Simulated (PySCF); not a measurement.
## CSe₂⁻, doublet: data card

Level of theory: UPBE0/[C def2-SVPD, Se def2-SVPD], no relativity, density fitting, PySCF.

The structure is a minimum.

```xyz
3
charge -1 multiplicity 2, angstrom
C     0.0000    0.0000   -0.5133
Se    1.6863    0.0000    0.0385
Se   -1.6863    0.0000    0.0385
```

| Item | Value |
| --- | --- |
| Point group | C2v |
| Bond lengths | C–Se 1.774 Å (×2) |
| Bond angles | Se–C–Se 143.8° |
| Entropy at 298.15 K and 1 bar (electronic part: spin only) | 289.4 J/(mol K) |
| Dipole moment about the centre of mass | 0.47 D |
| Highest occupied level (α) | 0.07 eV |
| Rotational symmetry number | 2 |
| Heat capacity Cp at 298.15 K | 47.6 J/(mol K) |
| Rotational constants | 4.959, 0.03709, 0.03682 cm⁻¹ |
| Principal polarisabilities | 68.4, 80.0, 158.7 bohr³ |
| Spin squared ⟨S²⟩ | 0.759 |
| Zero-point energy | 10.4 kJ/mol |
| Lowest empty level (α) | 2.78 eV |
| Principal quadrupole moments (Buckingham, traceless) about the centre of mass | -11.04, 3.26, 7.78 D Å |
| Enthalpy at 298.15 K above 0 K | 12.04 kJ/mol |

Harmonic modes (masses in u: C 12.000, Se 79.917):
```tsv
symmetry	ω (cm⁻¹)	IR (km/mol)	μ (u)
a1	208	3.9	32.63
a1	489	14.6	16.60
b2	1046	488	12.84
```

In C2v the vibrations span 2a1 + b2. Here b1 is antisymmetric to the molecular plane and b2 lies in it.

Charges (e); Mulliken and Löwdin values are unreliable with diffuse functions:
```csv
atom,Mulliken,Löwdin,polar tensor,spin (Mulliken),Mayer order to C1
C1,-0.08,-1.24,0.50,0.59,–
"Se2,3",-0.46,0.12,-0.75,0.20,1.69
```

Mulliken populations on C1: s 3.22, p 2.78, d 0.08.

Outer orbital energies (eV). α occupied: -14.11, -8.73, -5.52, -4.62, -4.19, -1.72, -1.71, 0.07; empty: 2.78, 3.85, 4.05, 4.50. β occupied: -16.18, -13.94, -8.13, -5.23, -3.98, -3.50, -1.71, -1.32; empty: 3.05, 3.14, 3.95, 4.19.

The highest occupied level lies above zero, a sign of self-interaction error or too small a basis; response properties are unreliable. This need not be the most stable arrangement of these atoms. The lowest empty level of this anion is unbound, so it and the gap depend on the basis.

The final relaxation and frequency run took of the order of 90 core-seconds on a shared host.
